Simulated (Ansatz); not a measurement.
Born–Oppenheimer molecular dynamics of CH₅AlF₂GaNSi (12 atoms, charge 0, multiplicity 1). It starts from a relaxed structure.

Computed with RKS PBE/def2-SVP (Ansatz).

* ensemble: NVT, Langevin thermostat
* time step: 0.5 fs
* steps asked: 300
* set temperature: 300 K
* friction: 0.05 /fs
* seed: 41642

First frame:

```xyz
12
Properties=species:S:1:pos:R:3
C 0.348 -1.117 1.154
N -0.063 -0.067 0.203
Si 0.798 0.068 -1.281
Ga -1.791 2.826 -1.550
F 0.067 1.346 -2.111
Al -1.477 1.088 0.587
F -2.088 0.662 2.117
H -0.302 -1.079 2.052
H 0.260 -2.141 0.724
H 1.400 -0.992 1.500
H 0.681 -1.114 -2.204
H 2.244 0.466 -1.156
```

Task: How far do the bonds stretch over the last three quarters of this one trajectory? (Pairs bonded in most of those frames.)

Result: 
```tsv
bond	mean (Å)	spread (Å)	shortest	longest
C1–N2	1.470	0.035	1.39	1.55
C1–H8	1.113	0.022	1.05	1.16
C1–H9	1.118	0.045	1.03	1.20
C1–H10	1.122	0.037	1.05	1.19
N2–Si3	1.727	0.028	1.68	1.78
N2–Al6	1.859	0.050	1.77	1.95
Si3–F5	1.680	0.023	1.63	1.73
Si3–H11	1.513	0.044	1.43	1.60
Si3–H12	1.509	0.044	1.40	1.64
Ga4–Al6	2.806	0.036	2.74	2.85
Al6–F7	1.711	0.023	1.67	1.76
```

Mean temperature of the second half: 270 K. The mean temperature of the second half is 10 % below the set value. A run of 0.15 ps of so small a system gives no equilibrium averages.

The run took 12 min on 4 threads of Arm Neoverse N1, with other jobs on the host, peak memory 0.22 GiB.
